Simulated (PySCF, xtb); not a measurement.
CH3FO2Si, SMILES O=C(O)[SiH2]F. The values are those of a single conformer.

Harmonic wavenumbers (cm⁻¹) from GFN2-xTB in xtb 6.7.1 at its own minimum, in rising order: 25, 135, 219, 425, 447, 534, 568, 676, 698, 716, 742, 830, 1117, 1209, 1761, 2362, 2388, 3380.

### Question
What does PBE-D3(BJ)/def2-SVP (PySCF 2.14.0) give at its own minimum? (An estimate is asked for; the answer gives what the named calculation found.)

### Answer
58, 124, 289, 356, 424, 637, 682, 705, 736, 833, 885, 930, 1126, 1301, 1753, 2201, 2215, 3537. Paired by order, the mean absolute difference is 81 cm⁻¹ and the zero-point energies are 26.1 and 26.9 kcal/mol.
